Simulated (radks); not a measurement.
Xe16+, 38 electrons, occupied as [Kr] 4d2. Method: non-relativistic Kohn-Sham, PBE, spin-polarised, spherical densities, point nucleus; open shells are filled with parallel spins first (spin-orbit coupling, left out, can overturn this in heavy ions); relativity is left out, which matters for an element this heavy; computed with a radial shooting solver on a logarithmic mesh with Libxc functionals.

Unscreened Slater integrals over Kohn-Sham orbitals (eV). They are taken over the spin-up orbitals.

integral    value
F0(4d,4d)  33.168
F2(4d,4d)  17.126
F4(4d,4d)  11.619
F0(4d,4p)  33.714
F2(4d,4p)  17.547
G1(4d,4p)  22.116
G3(4d,4p)  14.059
F0(4d,4s)  34.027
G2(4d,4s)  17.235
F0(4d,3d)  43.104
F2(4d,3d)  11.293
F4(4d,3d)  5.4549
G0(4d,3d)  3.6760
G2(4d,3d)  4.4872
G4(4d,3d)  3.4835
F0(4p,4p)  34.341
F2(4p,4p)  18.170
F0(4p,4s)  34.669
G1(4p,4s)  23.742
F0(4p,3d)  43.909
F2(4p,3d)  11.562
G1(4p,3d)  3.7540
G3(4p,3d)  3.7188
F0(4s,4s)  35.018
F0(4s,3d)  44.433
G2(4s,3d)  3.7558
F0(3d,3d)  88.651
F2(3d,3d)  44.755
F4(3d,3d)  28.689

Derived for the open shells (J is the average intra-shell exchange parameter used in DFT+U). 4d: Racah B = F2/49 - 5 F4/441 = 0.2178 eV, C = 35 F4/441 = 0.9221 eV, C/B = 4.23, F4/F2 = 0.678, J = (F2 + F4)/14 = 2.053 eV.
